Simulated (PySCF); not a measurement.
PySCF input file for CrCl3, SMILES [Cl][Cr]([Cl])[Cl] (connectivity only; charge and spin as stated), neutral, multiplicity 4, TDA-M06-2X/def2-SVPD. The structure is a stationary point at B3LYP-D3(BJ)/def2-SVP. A frequency run showed that this geometry is not a minimum. The spin state was assumed, not searched.

```python
import numpy as np
from pyscf import gto, scf, dft, tdscf

mol = gto.M(
    atom='''
    Cr    0.00000000    0.00000000    0.00000000
    Cl    2.14012988    0.00000000    0.00000000
    Cl   -1.07006494   -1.85340685    0.00000000
    Cl   -1.07006495    1.85340685    0.00000000
    ''',
    basis='def2-SVPD',
    charge=0,
    spin=3,
    max_memory=1600,
    verbose=4,
)
mf = dft.UKS(mol, xc='m06-2x').density_fit(auxbasis='def2-universal-jkfit')
mf.grids.level = 4
mf.conv_tol = 1e-9
mf.max_cycle = 100
mf.kernel()
fine, coarse = mf.grids, dft.Grids(mol).set(level=1).build(with_non0tab=True)
for _ in range(3):  # follow internal instabilities
    mf.grids = coarse
    mo, _, stable, _ = mf.stability(return_status=True, nroots=4)
    mf.grids = fine
    if stable:
        break
    mf.kernel(mf.make_rdm1(mo, mf.mo_occ))
mf.grids = dft.Grids(mol).set(level=2).build(with_non0tab=True)  # coarser grid for the response kernel
td = tdscf.TDA(mf)
td.nstates = 10
td.conv_tol = 1e-4
td.positive_eig_threshold = 1e-6
td.kernel(x0=td.get_init_guess(mf, 15))
td.analyze()
```

It prints:

```
PySCF version 2.14.0

[INPUT] verbose = 4
[INPUT] num. atoms = 4
[INPUT] num. electrons = 75
[INPUT] charge = 0
[INPUT] spin (= nelec alpha-beta = 2S) = 3
[INPUT] symmetry False subgroup None
[INPUT] Mole.unit = angstrom
[INPUT] Symbol           X                Y                Z      unit          X                Y                Z       unit  Magmom
[INPUT]  1 Cr     0.000000000000   0.000000000000   0.000000000000 AA    0.000000000000   0.000000000000   0.000000000000 Bohr   0.0
[INPUT]  2 Cl     2.140129880000   0.000000000000   0.000000000000 AA    4.044259344198   0.000000000000   0.000000000000 Bohr   0.0
[INPUT]  3 Cl    -1.070064940000  -1.853406850000   0.000000000000 AA   -2.022129672099  -3.502431343893   0.000000000000 Bohr   0.0
[INPUT]  4 Cl    -1.070064950000   1.853406850000   0.000000000000 AA   -2.022129690996   3.502431343893   0.000000000000 Bohr   0.0

nuclear repulsion = 426.422376073411
number of shells = 45
number of NR pGTOs = 211
number of NR cGTOs = 115
basis = def2-SVPD
ecp = {}


******** <class 'pyscf.df.df_jk.DFUKS'> ********
method = DFUKS
initial guess = minao
damping factor = 0
level_shift factor = 0
DIIS = <class 'pyscf.scf.diis.CDIIS'>
diis_start_cycle = 1
diis_space = 8
diis_damp = 0
SCF conv_tol = 1e-09
SCF conv_tol_grad = None
SCF max_cycles = 100
direct_scf = False
number electrons alpha = 39  beta = 36
XC library pyscf.dft.libxc version 7.1.2
    S. Lehtola, C. Steigemann, M. J. T. Oliveira, and M. A. L. Marques,  SoftwareX 7, 1–5 (2018)
XC functionals = m06-2x
    Y. Zhao and D. G. Truhlar,  Theor. Chem. Acc. 120, 215 (2008)
    Y. Zhao and D. G. Truhlar,  Theor. Chem. Acc. 120, 215 (2008)
radial grids:
    Treutler-Ahlrichs [JCP 102, 346 (1995); DOI:10.1063/1.469408] (M4) radial grids

becke partition: Becke, JCP 88, 2547 (1988); DOI:10.1063/1.454033
pruning grids: <function nwchem_prune>
grids dens level: 4
symmetrized grids: False
atomic radii adjust function: <function treutler_atomic_radii_adjust>
small_rho_cutoff = 0
Set gradient conv threshold to 3.16228e-05
tot grids = 116800
******** <class 'pyscf.df.df.DF'> ********
auxbasis = def2-universal-jkfit
init E= -2424.3093208487
  alpha nocc = 39  HOMO = -0.293108766784539  LUMO = -0.255538350844508
  beta  nocc = 36  HOMO = -0.425296103436641  LUMO = -0.30767482078373

WARN: HOMO -0.293108766784539 >= LUMO -0.30767482078373

cycle= 1 E= -2424.52116304517  delta_E= -0.212  |g|= 0.186  |ddm|= 2.13
  alpha nocc = 39  HOMO = -0.364411101513357  LUMO = -0.0151756304476748
  beta  nocc = 36  HOMO = -0.388978442439198  LUMO = -0.0646967101500451
  HOMO = -0.364411101513  LUMO = -0.06469671015  gap/eV = 8.15564
cycle= 2 E= -2424.53388508197  delta_E= -0.0127  |g|= 0.224  |ddm|= 0.383
  alpha nocc = 39  HOMO = -0.394810562945491  LUMO = -0.0809056689886679
  beta  nocc = 36  HOMO = -0.395263030369451  LUMO = -0.109857097649734
  HOMO = -0.394810562945  LUMO = -0.10985709765  gap/eV = 7.75398
cycle= 3 E= -2424.55695809769  delta_E= -0.0231  |g|= 0.0921  |ddm|= 0.267
  alpha nocc = 39  HOMO = -0.400696807749682  LUMO = -0.05826012170599
  beta  nocc = 36  HOMO = -0.404888107102078  LUMO = -0.0929113403750777
  HOMO = -0.40069680775  LUMO = -0.0929113403751  gap/eV = 8.37527
cycle= 4 E= -2424.56374466381  delta_E= -0.00679  |g|= 0.0254  |ddm|= 0.123
  alpha nocc = 39  HOMO = -0.395836761643078  LUMO = -0.0525239798025725
  beta  nocc = 36  HOMO = -0.401476684782617  LUMO = -0.0883354939665405
  HOMO = -0.395836761643  LUMO = -0.0883354939665  gap/eV = 8.36754
cycle= 5 E= -2424.56482726426  delta_E= -0.00108  |g|= 0.0115  |ddm|= 0.0553
  alpha nocc = 39  HOMO = -0.394564034167354  LUMO = -0.0490888689069088
  beta  nocc = 36  HOMO = -0.403652579538822  LUMO = -0.0879011045817091
  HOMO = -0.394564034167  LUMO = -0.0879011045817  gap/eV = 8.34472
cycle= 6 E= -2424.5653871999  delta_E= -0.00056  |g|= 0.00587  |ddm|= 0.0497
  alpha nocc = 39  HOMO = -0.392992544856918  LUMO = -0.0457957097759755
  beta  nocc = 36  HOMO = -0.404786844462079  LUMO = -0.0862563453170266
  HOMO = -0.392992544857  LUMO = -0.086256345317  gap/eV = 8.34672
cycle= 7 E= -2424.56553834363  delta_E= -0.000151  |g|= 0.0016  |ddm|= 0.0366
  alpha nocc = 39  HOMO = -0.39290298551866  LUMO = -0.0453697680290817
  beta  nocc = 36  HOMO = -0.405104190437814  LUMO = -0.0862382057353326
  HOMO = -0.392902985519  LUMO = -0.0862382057353  gap/eV = 8.34477
cycle= 8 E= -2424.56554315817  delta_E= -4.81e-06  |g|= 0.000481  |ddm|= 0.00587
  alpha nocc = 39  HOMO = -0.392848555633371  LUMO = -0.0452602669101457
  beta  nocc = 36  HOMO = -0.405120678681992  LUMO = -0.0861170590683003
  HOMO = -0.392848555633  LUMO = -0.0861170590683  gap/eV = 8.34659
cycle= 9 E= -2424.56554352682  delta_E= -3.69e-07  |g|= 0.000118  |ddm|= 0.00141
  alpha nocc = 39  HOMO = -0.392855787617464  LUMO = -0.0452785510163146
  beta  nocc = 36  HOMO = -0.405131038317646  LUMO = -0.0860742402756829
  HOMO = -0.392855787617  LUMO = -0.0860742402757  gap/eV = 8.34795
cycle= 10 E= -2424.56554354804  delta_E= -2.12e-08  |g|= 2.12e-05  |ddm|= 0.000336
  alpha nocc = 39  HOMO = -0.392860871625678  LUMO = -0.0452827961358487
  beta  nocc = 36  HOMO = -0.405127693283119  LUMO = -0.0860782768137747
  HOMO = -0.392860871626  LUMO = -0.0860782768138  gap/eV = 8.34798
cycle= 11 E= -2424.56554354931  delta_E= -1.27e-09  |g|= 1.39e-05  |ddm|= 7.88e-05
  alpha nocc = 39  HOMO = -0.392862597752335  LUMO = -0.0452826930973
  beta  nocc = 36  HOMO = -0.405126720760019  LUMO = -0.0860773021369727
  HOMO = -0.392862597752  LUMO = -0.086077302137  gap/eV = 8.34805
cycle= 12 E= -2424.5655435496  delta_E= -2.88e-10  |g|= 7.99e-06  |ddm|= 3.08e-05
  alpha nocc = 39  HOMO = -0.392864209397606  LUMO = -0.0452866917503269
  beta  nocc = 36  HOMO = -0.405126077721755  LUMO = -0.0860792158292165
  HOMO = -0.392864209398  LUMO = -0.0860792158292  gap/eV = 8.34804
Extra cycle  E= -2424.56554354965  delta_E= -5.37e-11  |g|= 1.1e-05  |ddm|= 2.5e-05
converged SCF energy = -2424.56554354965  <S^2> = 3.8518885  2S+1 = 4.0506239
tot grids = 26400
uhf_internal: lowest eigs of H = [0.02486809 0.03053418 0.08535387 0.09229597]
<class 'pyscf.df.df_jk.DFUKS'> wavefunction is stable in the internal stability analysis
tot grids = 48496
Overwritten attributes  positive_eig_threshold  of <class 'pyscf.tdscf.uks.TDA'>


******** <class 'pyscf.tdscf.uks.TDA'> for <class 'pyscf.df.df_jk.DFUKS'> ********
nstates = 10
deg_eia_thresh = 1.000e-03
wfnsym = None
conv_tol = 0.0001
eigh lindep = 1e-12
eigh level_shift = 0
eigh max_cycle = 100


Excitation energies (eV)
[0.60492274 0.63883304 0.98117708 0.9812384  1.08100802 1.08661829
 3.03235001 3.0330722  3.64244039 3.75741606]

** Excitation energies and oscillator strengths **
Excited State   1:      0.60492 eV   2049.59 nm  f=0.0000
      28a ->   41a     -0.46681
      29a ->   40a     -0.47369
      37a ->   40a     -0.52327
      38a ->   41a      0.51553
Excited State   2:      0.63883 eV   1940.79 nm  f=0.0000
      28a ->   40a     -0.47280
      29a ->   41a      0.46522
      37a ->   41a      0.51522
      38a ->   40a      0.52378
Excited State   3:      0.98118 eV   1263.63 nm  f=0.0000
      28a ->   40a      0.44025
      29a ->   41a      0.44762
      37a ->   41a      0.54576
      38a ->   40a     -0.53699
Excited State   4:      0.98124 eV   1263.55 nm  f=0.0000
      28a ->   41a     -0.44728
      29a ->   40a      0.44057
      37a ->   40a      0.53742
      38a ->   41a      0.54536
Excited State   5:      1.08101 eV   1146.93 nm  f=0.0012
      30a ->   41a     -0.57795
      33a ->   41a     -0.80270
Excited State   6:      1.08662 eV   1141.01 nm  f=0.0012
      30a ->   40a      0.57758
      33a ->   40a      0.80300
Excited State   7:      3.03235 eV    408.87 nm  f=0.0160
      34a ->   41a     -0.15168
      35a ->   40a      0.15208
      39a ->   40a      0.96169
Excited State   8:      3.03307 eV    408.77 nm  f=0.0160
      34a ->   40a      0.15200
      35a ->   41a      0.15163
      39a ->   41a     -0.96166
Excited State   9:      3.64244 eV    340.39 nm  f=0.0000
      31a ->   41a      0.42485
      32a ->   40a     -0.42984
      34a ->   41a     -0.55670
      35a ->   40a     -0.56055
Excited State  10:      3.75742 eV    329.97 nm  f=0.0035
      31a ->   41a     -0.59164
      32a ->   40a     -0.58824
      34a ->   41a      0.37632
      35a ->   40a     -0.37090

** Transition electric dipole moments (AU) **
state          X           Y           Z        Dip. S.      Osc.
  1        -0.0000      0.0000      0.0000      0.0000      0.0000
  2         0.0000      0.0000      0.0465      0.0022      0.0000
  3        -0.0000     -0.0000      0.0003      0.0000      0.0000
  4        -0.0000     -0.0000      0.0000      0.0000      0.0000
  5         0.0000     -0.2091      0.0000      0.0437      0.0012
  6        -0.2093     -0.0000      0.0000      0.0438      0.0012
  7        -0.0000     -0.4636     -0.0000      0.2149      0.0160
  8         0.4635     -0.0000      0.0000      0.2148      0.0160
  9         0.0000     -0.0015     -0.0000      0.0000      0.0000
 10         0.0000     -0.1951      0.0000      0.0381      0.0035

** Transition velocity dipole moments (imaginary part, AU) **
state          X           Y           Z        Dip. S.      Osc.
  1        -0.0000     -0.0000      0.0000      0.0000      0.0000
  2         0.0000     -0.0000      0.0239      0.0006      0.0162
  3         0.0000      0.0000      0.0002      0.0000      0.0000
  4        -0.0000      0.0000      0.0000      0.0000      0.0000
  5        -0.0000      0.0109      0.0000      0.0001      0.0020
  6         0.0109      0.0000      0.0000      0.0001      0.0020
  7         0.0000      0.0406     -0.0000      0.0016      0.0099
  8        -0.0406      0.0000     -0.0000      0.0016      0.0098
  9        -0.0000      0.0000      0.0000      0.0000      0.0000
 10        -0.0000      0.0033     -0.0000      0.0000      0.0001

** Transition magnetic dipole moments (imaginary part, AU) **
state          X           Y           Z
  1         0.0075      0.0000      0.0000
  2        -0.0000      0.0083     -0.0000
  3         0.0000     -0.9896      0.0000
  4        -0.9894     -0.0000      0.0000
  5         0.0000      0.0000      0.0000
  6        -0.0000      0.0000      0.0000
  7         0.0000      0.0000      0.0002
  8        -0.0000     -0.0000      0.0000
  9        -0.0000      0.0000     -1.0825
 10         0.0000     -0.0000      0.0039
```

The calculation finished and met its thresholds.

Cost: very roughly 2.6 core-minutes.
